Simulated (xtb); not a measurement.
C4H7FSi, SMILES C1=C[Si@H](C)[C@@H]1F. All values are semi-empirical tight-binding results from xtb (GFN2-xTB unless named), good for trends rather than for accurate numbers. The structure is a stationary point at GFN2-xTB. The structure was generated by enumeration; whether it is a known compound was not checked.

Computed properties:
```
Property                                       Result
--------------------------------------  -------------
orbital gap                                   4.06 eV
dipole moment                                  2.61 D
zero-point energy                       59.5 kcal/mol
G − E(el) at 298.15 K (modified RRHO)   39.6 kcal/mol
static polarisability (D4 model)           72.4 bohr³
solvation energy, GFN2-xTB/ALPB(water)  -3.1 kcal/mol
solvation energy, GFN2-xTB/ALPB(thf)    -5.8 kcal/mol
```
